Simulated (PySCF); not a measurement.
## C7H8F: g tensor and hyperfine couplings

C₇H₈F (doublet state).
Atom-mapped SMILES: `[F:1][C:2]1=[CH:3][CH2:4][CH:5]=[CH:6][CH2:7][CH:8]1` (hydrogens: H9 on C3; H10, H11 on C4; H12 on C5; H13 on C6; H14, H15 on C7; H16 on C8)

Geometry (GFN2-xTB, Å), atoms numbered from 1 in this order:
```
atom  x, y, z in Å
F1    -1.0028    2.5556    0.8515
C2    -0.5508    1.4211    0.2385
C3     0.8076    1.3727    0.0336
C4     1.5046    0.2143   -0.5950
C5     1.0939   -1.0778    0.0601
C6    -0.1436   -1.5382    0.0004
C7    -1.2401   -0.8071   -0.7283
C8    -1.5250    0.5051   -0.0804
H9     1.3962    2.2075    0.3782
H10    2.5827    0.3532   -0.5231
H11    1.2414    0.1642   -1.6605
H12    1.8551   -1.6048    0.6159
H13   -0.4185   -2.4520    0.5059
H14   -0.9175   -0.6395   -1.7649
H15   -2.1481   -1.4082   -0.7555
H16   -2.5426    0.7429    0.1835
```

Computed, not measured: PySCF, UKS B3LYP, pcH-1 on C F H, non-relativistic, mean-field spin-orbit, GIAO. One conformer (not necessarily the lowest) at the GFN2-xTB geometry, without solvent, vibrations or thermal averaging. The geometry wasn't refined by DFT: couplings that depend on bond lengths, twists or pyramidal angles can differ widely from those at the functional's own minimum. The SCF solution wasn't tested for stability. ⟨S²⟩ is 0.776 where a pure state has 0.75.

```json
{
 "g1, g2, g3": "2.00221, 2.00263, 2.00271",
 "g_iso": "2.00252",
 "Form of g": "close to axial: the two nearest values differ by 15 % of g3 − g1",
 "⟨S²⟩": "0.7758 (exact 0.7500)",
 "α and β electrons": "30, 29",
 "Basis functions": "280"
}
```

Isotropic coupling and dipolar principal values T1 to T3, in G (MHz turned into gauss with g_iso; 10 G = 1 mT):

| atom | isotope | a_iso | T1 | T2 | T3 | Mulliken spin population |
| --- | --- | --- | --- | --- | --- | --- |
| F1 | 19F | -11.2 | -27.0 | 9.8 | 17.2 | -0.01 |
| C2 | 13C | -19.3 | -11.0 | 4.5 | 6.5 | -0.23 |
| C3 | 13C | 19.6 | -18.1 | -17.5 | 35.5 | 0.64 |
| C4 | 13C | -6.8 | -0.6 | 0.0 | 0.6 | -0.05 |
| C5 | 13C | 8.6 | -0.8 | -0.7 | 1.6 | 0.02 |
| C6 | 13C | 8.6 | -0.8 | -0.7 | 1.6 | 0.02 |
| C7 | 13C | -6.8 | -0.6 | 0.0 | 0.6 | -0.05 |
| C8 | 13C | 19.6 | -18.1 | -17.5 | 35.5 | 0.64 |
| H9 | 1H | -14.6 | -8.7 | -0.1 | 8.8 | -0.03 |
| H10 | 1H | 1.5 | -1.0 | -1.0 | 2.0 | 0.00 |
| H11 | 1H | 33.0 | -1.3 | -0.6 | 1.8 | 0.04 |
| H12 | 1H | 2.8 | -0.7 | -0.5 | 1.2 | 0.00 |
| H13 | 1H | 2.8 | -0.7 | -0.5 | 1.2 | 0.00 |
| H14 | 1H | 33.0 | -1.3 | -0.6 | 1.8 | 0.04 |
| H15 | 1H | 1.5 | -1.0 | -1.0 | 2.0 | 0.00 |
| H16 | 1H | -14.6 | -8.7 | -0.1 | 8.8 | -0.03 |

Largest spin populations (Mulliken): C8 (+0.64), C3 (+0.64) and C2 (-0.23). The angles at C8 add up to 360.0°, so it is planar; its axial dipolar tensor and the negative coupling of its proton fit spin in a p orbital normal to that plane.

Axes: g2 points within 5° of the F1–C2 bond.

Under fast tumbling the dipolar parts average out, and these isotropic splittings remain: 4 × 1H (H10/H11/H14/H15, I = 1/2, 5 lines) with 1.72 mT, 2 × 1H (H9/H16, I = 1/2, 3 lines) with 1.46 mT, 1 × 19F (F1, I = 1/2, 2 lines) with 1.12 mT and 2 × 1H (H12/H13, I = 1/2, 3 lines) with 0.28 mT.

Means are taken over nuclei equivalent by connectivity, which assumes that they swap fast. The 1H value of +48.3 MHz is a mean of couplings from 4.1 to 92.6 MHz in this one geometry, not an average over conformers.

The 13C coupling of C3/C8 (mean 54.9 MHz) shows only in satellite lines or after enrichment, since that isotope makes up about 1.07 % of natural carbon.

Hardware: one thread, Arm Neoverse V2 (aarch64), shared host. Cost: 72 s (with the writing of density and orbital grids), 1.0 GiB resident at most.
